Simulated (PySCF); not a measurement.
Species: C₆H₆O₄.
Numbering: `[CH3:1][C:2](=[O:3])[O:4][C@H:5]1[CH:6]=[CH:7][O:8][C:9]1=[O:10]`

Definitions: NICS(0) = −σiso at the ring centroid; NICS(1) = −σiso and NICS(1)zz = −σzz at ±1 Å along the ring normal z. Level: GIAO PBE0/pcSseg-1 (PySCF, non-relativistic, gas phase) on the GFN2-xTB geometry, one conformer.

Ring bond lengths (Å), with Mayer bond orders in brackets: C5–C6 1.497 (1.02), C6–C7 1.327 (1.80), C7–O8 1.373 (0.97), O8–C9 1.354 (1.02), C9–C5 1.541 (0.94).

Q: Give the NICS values of each ring in ppm.

A: 
```json
{"ring": "C5–C6–C7–O8–C9", "type": "5-membered ring with O; formal bonds 1 double, 4 single", "NICS(0)": "-1.2", "NICS(1), two faces": "-2.0 / -2.8", "NICS(1)zz, two faces": "-1.4 / -2.4", "rms pucker (Å)": "0.02", "centre to ring atoms, mean (Å)": "1.21"}
```

Q: What can be read from them?

A: 
- C5–C6–C7–O8–C9: mean NICS(1)zz -1.9 ppm, near zero. C5 has four or more neighbours; no verdict on aromaticity is drawn.

The values belong to the conformer `[CH3:1][C:2](=[O:3])[O:4][C@H:5]1[CH:6]=[CH:7][O:8][C:9]1=[O:10]`: C1–C2–O4–C5 176°, C2–O4–C5–C6 126°.
